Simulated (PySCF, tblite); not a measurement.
Species: C9H16.
Atom-mapped SMILES: `[CH3:1][C@@H:2]1[CH2:3][CH2:4][C@H:5]2[CH2:6][CH2:7][CH2:8][C@@H:9]12` (hydrogens: H10, H11, H12 on C1; H13 on C2; H14, H15 on C3; H16, H17 on C4; H18 on C5; H19, H20 on C6; H21, H22 on C7; H23, H24 on C8; H25 on C9)

Structure used (GFN2-xTB), in Å, numbered top down from 1:
```
atom  x, y, z in Å
C1    -2.461   -1.054   -0.023
C2    -1.217   -0.274    0.373
C3    -1.437    1.237    0.458
C4    -0.016    1.789    0.446
C5     0.724    0.917   -0.579
C6     2.152    0.547   -0.162
C7     2.001   -0.787    0.566
C8     0.945   -1.513   -0.265
C9    -0.062   -0.419   -0.634
H10   -3.250   -0.914    0.713
H11   -2.831   -0.721   -0.991
H12   -2.238   -2.117   -0.089
H13   -0.878   -0.627    1.353
H14   -1.996    1.530    1.346
H15   -1.982    1.581   -0.423
H16    0.023    2.847    0.189
H17    0.431    1.663    1.433
H18    0.722    1.415   -1.550
H19    2.777    0.411   -1.046
H20    2.608    1.317    0.460
H21    1.629   -0.620    1.578
H22    2.938   -1.338    0.631
H23    1.406   -1.918   -1.167
H24    0.478   -2.336    0.276
H25   -0.477   -0.594   -1.629
```

Computed, not measured: PBE0/pcSseg-1 in PySCF (dipole) on a GFN2-xTB geometry, gas phase.

Masses are those of the commonest isotopes; rigid-rotor values at the optimised geometry. The values belong to one conformer with, in the numbering `[CH3:1][C@@H:2]1[CH2:3][CH2:4][C@H:5]2[CH2:6][CH2:7][CH2:8][C@@H:9]12`, C1–C2–C3–C4 -164°, C2–C3–C4–C5 40°, C3–C4–C5–C6 -140°, C4–C5–C6–C7 92°.

(1) What are A, B and C (MHz)?

(2) Classify the top.

(3) Is it planar, by Δ = Ic − Ia − Ib?

(4) Give the other two planar moments, Paa and Pbb, and the rms extents of the mass along the axes.

## Answers

(1) Ia = 197.34, Ib = 334.34, Ic = 458.43 u·Å²; 505379 MHz·u·Å²/I gives A = 2561, B = 1512, C = 1102 MHz.

(2) An asymmetric top. Ray's parameter κ = (2B − A − C)/(A − C) = -0.439; −1 is the prolate and +1 the oblate limit.

(3) Not planar: Δ = Ic − Ia − Ib = -73.25 u·Å². For a rigid frame Δ = −2 Σ m c², so Σ m c² = 36.62 u·Å² lies off the ab plane: 17.89 from hydrogen and 18.73 from heavier atoms. The atom farthest from that plane is 1.68 Å away.

(4) Paa = Σ m a² = (Ib + Ic − Ia)/2 = 297.72 and Pbb = Σ m b² = (Ia + Ic − Ib)/2 = 160.71 u·Å². With the mass M = 124.13 u, the rms extents √(P/M) along a, b and c are 1.55, 1.14, 0.54 Å.

The dipole components are |μa| = 0.02 D, |μb| = 0.01 D, |μc| = 0.02 D.

Task: Estimate the classical rotational partition function at 10 K, 25 K and 298.15 K.

Result: Point group C1, symmetry number σ = 1; q = (√π/σ)·√((kT/h)³/(ABC)), k/h = 20836.6 MHz/K: 2580 at 10 K, 10200 at 25 K, 420000 at 298.15 K.

Its GFN2-xTB frequencies are all real (lowest 73 cm⁻¹). These are rigid-rotor constants of the computed structure; measured ground-state constants (B0) also hold zero-point vibration. A rigid rotor knows nothing of internal rotation, which can split or shift real lines.

Hardware: an Arm Neoverse V1 with one thread, shared host. Cost: 51 s wall. This is the PBE0/pcSseg-1 job that gave the dipole, with the shieldings it also computed.
